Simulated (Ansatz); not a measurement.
```xyz
6

B    -0.198   -0.534    0.789
N     0.910    0.358    0.539
C     0.347    0.626   -0.580
Te   -1.782    0.273   -0.516
H    -0.144   -1.619    1.272
H     0.868    0.897   -1.504
```

Total charge 0; spin multiplicity 1. Te takes the def2 core potential.

List the CAM-B3LYP/def2-TZVPP orbital energies in eV (Ansatz). (Best estimate.)

Ansatz gave: Occupied: -391.93, -281.93, -187.39, -172.58, -121.87, -121.75, -121.57, -45.56, -45.54, -45.36, -45.26, -45.23, -28.50, -20.26, -18.73, -15.17, -14.03, -13.08, -12.37, -9.43, -9.17, -7.67. Lowest empty: -0.95, -0.18, 0.48, 1.78, 2.54, 3.02, 3.25, 3.64.
